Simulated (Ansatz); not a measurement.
PBE exchange is replaced step by step with exact exchange (0 % is PBE, 25 % PBE0; no dispersion term), basis def2-TZVP, Ansatz. System: Ag2Te. Charge 0, multiplicity 1. Geometry: r2SCAN-D4/def2-TZVP, each spin state at its own.

Geometry of the singlet:

| atom | x (Å) | y (Å) | z (Å) |
| --- | --- | --- | --- |
| Ag1 | 0.9134 | 1.3110 | -0.1453 |
| Ag2 | 0.4662 | -1.5323 | -0.0951 |
| Te3 | -1.3796 | 0.2214 | 0.2405 |

In the def2 sets Ag, Te take a core potential; there is no spin–orbit coupling. The structure comes from a short search, and lower isomers may exist.

| exact exchange (%) | HOMO (eV) | LUMO (eV) | gap (eV) | triplet − singlet (kJ/mol) | quintet − singlet (kJ/mol) |
| --- | --- | --- | --- | --- | --- |
| 0 | -4.69 | -3.44 | 1.26 | 112.8 | 338.3 |
| 5 | -4.85 | -3.28 | 1.57 | 113.1 | 342.9 |
| 10 | -5.00 | -3.13 | 1.87 | 113.3 | 347.0 |
| 15 | -5.15 | -2.97 | 2.18 | 113.4 | 350.8 |
| 25 | -5.46 | -2.67 | 2.79 | 113.1 | 357.3 |
| 50 | -6.23 | -1.93 | 4.30 | 110.8 | 369.6 |

**Question.** Estimate the row for 35 %.

**Answer.** 
```json
{"exact exchange (%)": "35", "HOMO (eV)": "-5.77", "LUMO (eV)": "-2.37", "gap (eV)": "3.40", "triplet − singlet (kJ/mol)": "112.4", "quintet − singlet (kJ/mol)": "362.8"}
```
